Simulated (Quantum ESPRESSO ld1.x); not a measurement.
All-electron atom: Cs V in [Kr] 4d8 5s2 5p3 6p2 (not the ground configuration). All-electron calculation, Dirac Kohn-Sham, PBE, spin-unpolarised, spherical densities, point nucleus; open shells fill j = l - 1/2 first. Program: ld1.x of Quantum ESPRESSO 7.5. Some entries of the table are withheld. Estimate them.

orbital  occ.  eigenvalue (hartree)  r(max) (bohr)
1s1/2       2              -1317.54          0.017
2s1/2       2              -209.109          0.095
2p1/2       2              -196.891            (1)
2p3/2       4              -183.945            (2)
3s1/2       2              -45.7568          0.272
3p1/2       2              -40.6587          0.259
3p3/2       4              -38.1734          0.270
3d3/2       4              -29.2290          0.219
3d5/2       6              -28.7008          0.222
4s1/2       2                   (3)          0.639
4p1/2       2              -8.93491          0.650
4p3/2       4              -8.40879          0.676
4d3/2       4              -5.37713          0.704
4d5/2       4              -5.28581          0.709
5s1/2       2              -2.97001            (4)
5p1/2       2              -2.40924           1.54
5p3/2       1              -2.30760           1.59
5d3/2       0              -1.48207           1.90
5d5/2       0              -1.46755           1.91
6s1/2       0              -1.19066           3.02
6p1/2       2              -1.01025           3.32
6p3/2       0              -0.98342           3.40

Answer. 
(1) 2p1/2 r(max) (bohr): 0.073
(2) 2p3/2 r(max) (bohr): 0.078
(3) 4s1/2 eigenvalue (hartree): -10.7846
(4) 5s1/2 r(max) (bohr): 1.43
